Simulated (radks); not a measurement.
Numerical settings for neutral bromine, [Ar] 3d10 4s2 4p5. Method: scalar-relativistic Kohn-Sham, r2SCAN, spin-polarised, spherical densities, finite nucleus; open shells are filled with parallel spins first; meta-GGA in the generalised Kohn-Sham scheme; Fermi nuclear charge, rms radius 4.1629 fm; computed with a radial shooting solver on a logarithmic mesh with Libxc functionals. The defaults (mesh step 0.008 in ln r, mesh end at 40 bohr or more with all orbitals vanishing there, Anderson mixing 0.5 over 9 steps, residual threshold near 1e-9 with the energy settled to 1e-9 hartree or 1e-11 of itself, here a cap of 77 iterations) give E = -2606.845 hartree and 4p at -7.667 eV in 13 iterations. Run on one thread of a shared host, so times are rough (Arm Neoverse V2): 0.15 s of CPU time, 0.15 s wall, 13 iterations on 2381 mesh points. Changes against that run (0 stands for a change within the tolerance of the run):

| setting | iterations | converged | E (mhartree) | e(4p) (meV) | CPU (s) |
|---|---|---|---|---|---|
| mesh step in ln r 0.02 | 11 | yes | -0.00469 | +0.0188 | 0.06 |
| mesh step in ln r 0.08 | 11 | yes | +1.04 | +0.49 | 0.02 |
| mesh step in ln r 0.05 | 11 | yes | +1.85 | -0.0173 | 0.03 |
| mesh end (bohr) 3 | 12 | level above zero | +1.39e+03 | +1.48e+04 | 0.12 |
| mesh end (bohr) 12 | 13 | yes | 0 | +0.0997 | 0.14 |
| residual threshold 1e-16 | 77 | no | 0 | +0.00673 | 0.48 |
| residual threshold 0.1 | 9 | yes | 0 | +0.841 | 0.12 |
| mixing 2.5 | 19 | yes | 0 | 0 | 0.21 |
| linear mixing, mixing 0.5 | 22 | yes | 0 | 0 | 0.23 |
| linear mixing, mixing 0.8 | 21 | no | diverged | - | 0.25 |
| mixing history 3 | 14 | yes | 0 | +0.0214 | 0.16 |
| iteration cap 8 | 8 | no | 0 | +0.841 | 0.1 |

Settled on a wrong energy, with an occupied level pushed above zero by the early mesh end: mesh end (bohr) 3 (+1.39 hartree). Apart from these: settings that end as converged yet miss the energy by more than 1 mhartree: mesh step in ln r 0.08 (+0.00104 hartree); mesh step in ln r 0.05 (+0.00185 hartree). A mesh that ends early acts as a hard wall.
